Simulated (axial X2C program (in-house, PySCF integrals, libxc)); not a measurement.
## As₂: from the spin-free to the two-component result

All values were computed with an axial X2C code built on PySCF integrals. Spin-free means the one-electron spin-free X2C Hamiltonian; two-component (2c) means X2C with spin–orbit coupling and atomic mean-field two-electron Coulomb and Gaunt terms, so the difference of the two also holds small scalar two-electron terms. Basis: As dyall-cv3z [9s9p6d4f1g] (cores contracted in-house); Gaussian nuclei, density fitting, unrestricted open shells. Masses: As 74.922 u.

Spin-free state: M_S = 0, Λ = 0 (closed shell); fragments As + As.

```csv
level,Re (Å),ωe (cm⁻¹),De (eV)
PBE0,2.082,462.9,3.688
BP86,2.113,429.0,4.333
```

Two-component determinant lowest at the distance of the search:

Ω = 0 (closed shell); fragments As + As.

```json
{"level": "PBE0", "Re (Å)": "2.083", "ωe (cm⁻¹)": "461.9", "De (eV)": "3.675"}
{"level": "BP86", "Re (Å)": "2.114", "ωe (cm⁻¹)": "428.2", "De (eV)": "4.316"}
```

Question: From the two tables, how do the constants change at the PBE0 level (2c against spin-free)?

Answer: At the PBE0 level Re goes up by 0.001 Å and ωe drops by 1.0 cm⁻¹; De changes by -0.013 eV.

The state is one determinant whose occupation by symmetry is held fixed; it was picked as the lowest of a PBE0 search that is not exhaustive. Closed shells are restricted here (equal orbitals for both partners); the stretched side of such a curve lies too high. Dissociation energies refer to the lowest single-determinant-based atoms at the same level and basis.
